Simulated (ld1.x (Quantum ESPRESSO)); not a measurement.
# Mn (Z = 25): from the effect back to the setting (ultrasoft)

Base potential:

manganese, ultrasoft, made with ld1.x (Quantum ESPRESSO) 7.5 (LDA (PZ), fully relativistic). Core [Ar], reference 3d5 4s1.75 4p0.25. Waves: 4s (bound): rcut 1.95, rcutus 2.30 bohr; 4s channel at 0.75 Ry: rcut 1.95, rcutus 2.30 bohr; 4p (bound): rcut 3.10, rcutus 3.35 bohr; 4p channel at 3.85 Ry: rcut 3.10, rcutus 3.35 bohr; 3d (bound): rcut 1.35, rcutus 1.55 bohr; 3d channel at 0.5 Ry: rcut 1.35, rcutus 1.55 bohr. Local part: all-electron potential smoothed inside 1.95 bohr (lloc = -2). Core correction: Bessel-smoothed model core, default radius (core density twice the valence density). Augmentation charge: built from norm-conserving waves at rcut, not smoothed further.

Open shells are filled in proportion to 2j + 1 (rel_dist='average').

Cutoffs, loose and tight: the cutoffs (Ry, on a coarse ladder) from which the occupation-weighted sum of valence levels, in a spherical-Bessel basis at the reference potential, stays within 10 and 1 mRy of its value at 400 Ry. They do not see the model core or the augmentation charge, which bear on the density cutoff. Test errors are all-electron minus pseudo excitation energies from the reference, over the configurations 3d5 4s2 4p0; 3d5 4s1 4p0; 3d5 4s0 4p0; 3d5 4s0 4p2; 3d5 4s1.5 4p0; 3d5.5 4s1.5 4p0; 3d6 4s1 4p0; variants that change the core or the reference have their own tests.

A file whose overlap is not positive is unfit for use, and its test errors describe a broken file.

Only the rcloc is moved:

```tsv
rcloc (bohr)	bound ghosts	largest test error (meV)	median size of the test errors
1.32	not determined (overlap not positive)	-103	4.8 meV
1.68	not determined	-103	8.7 meV
1.82	not determined	-104	9.7 meV
2.12	not determined	-105	11.5 meV
2.54	not determined	-107	13.7 meV
2.72	not determined	-109	14.7 meV
3.02	not determined	-110	16.3 meV
3.64	not determined	-119	19.6 meV
3.96	not determined	-125	33.7 meV
```

Question: One more run gave bound ghosts: not determined; largest test error (meV): -114; median size of the test errors: 17.5 meV. Which value of the rcloc was used?

Answer: 3.28 bohr. The median size of the test errors moves one way along this sweep, from 4.8 meV at 1.32 to 33.7 meV at 3.96 bohr, which places the run between 3.02 and 3.64 bohr.
